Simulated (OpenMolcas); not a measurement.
Levels of Kr IV by method

- Program: OpenMolcas 26.06
- Basis: ANO-RCC-VQZP [7s6p4d2f1g]
- Scalar Hamiltonian: DKH2, point nucleus
- Active space: 3 electrons in 3 orbitals (4p)
- State averaging: 2S+1 = 4 odd, 1 root; 2S+1 = 2 odd, 8 roots
- Spin-orbit coupling: state interaction with AMFI integrals over the reference wave functions, term energies averaged over their components

Methods on the same reference wave functions:
A. CASSCF
B. SS-CASPT2, IPEA 0.25 Eh, imaginary shift 0.1 Eh (closed shells correlated: 3d 4s)

Energies in cm⁻¹ above 4s² 4p³ ⁴S°_3/2, the measured ground level; measured values from Saloman, J. Phys. Chem. Ref. Data 36, 215 (2007).

```csv
Level,A,B,Measured
4s² 4p³ ⁴S°_3/2,0.0,0.0,0.0
4s² 4p³ ²D°_3/2,22009,17940,17038
4s² 4p³ ²D°_5/2,23240,19300,18700
4s² 4p³ ²P°_1/2,38316,32530,31056
4s² 4p³ ²P°_3/2,39997,34420,33406
```

Deviations, from unrounded energies. A percentage is the sum of absolute deviations over the sum of measured energies, with the sign that they share, or ± where signs differ.

```
                        Against measurement  Levels      A     B
             mean absolute deviation (cm-1)       4   5800  1000
other terms of the ground configuration (%)       4  +23.3  +4.0
```

B lies closest to measurement on these levels. The largest miss of B in the table is 4s² 4p³ ²P°_1/2, by +1500 cm-1. The ranking rests on the paired levels alone, and a cruder setting can come out closer through cancelling errors.

From A to B the spin-free energies of the other terms of 4s² 4p³ shown, above ⁴S°, scale by factors of 0.82 to 0.84.

The lowest spin-free term lies below A's lowest term by 0.194 hartree in B.

Term energies are means over components that CASPT2 splits; among the terms shown or strongly mixed into the levels shown the widest spread is 180 cm-1 (4s² 4p³ ²D°, B). With the s shell closed, the reference lacks s² → p² mixing. Computed and measured levels are paired by configuration, term and J; levels that our copy of the source lacks, or whose pairing is in doubt (as where it misses far off the trend of its configuration), stay unpaired and out of the deviations. Only configurations of the active space appear.

° marks odd parity.
